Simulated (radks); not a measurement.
Values are calculated unless marked as measured or tabulated.
Q: The sulfur anion S-, [Ne] 3s2 3p5, held by a Watson sphere: a shell of charge +1 at radius R that stands for the Madelung well of a crystal (potential energy -1/R inside, -1/r outside, in hartree with lengths in bohr). Level of theory: non-relativistic Kohn-Sham, r2SCAN, spin-polarised, spherical densities, point nucleus; open shells are filled with parallel spins first; meta-GGA in the generalised Kohn-Sham scheme (a radial shooting solver on a logarithmic mesh with Libxc functionals).

R (bohr)  e(3s down) (eV)  e(3p up) (eV)  e(3p down) (eV)  <r> 3p (bohr)  sum of <r^2> (bohr^2)  X-ray form factor at sin(theta)/lambda = 0.2 1/angstrom
1.88              -18.160         -8.653           -7.623          2.062                  33.61                                                   11.352
1.95              -18.035         -8.574           -7.550          2.074                  33.94                                                   11.330
2.77              -16.639         -7.497           -6.533          2.193                  37.36                                                   11.158
3.37              -15.767         -6.700           -5.758          2.259                  39.27                                                   11.108

Estimate the row for R = 4.36 bohr.

A: e(3s down) (eV) -14.608; e(3p up) (eV) -5.570; e(3p down) (eV) -4.641; <r> 3p (bohr) 2.333; sum of <r^2> (bohr^2) 41.43; X-ray form factor at sin(theta)/lambda = 0.2 1/angstrom 11.085.
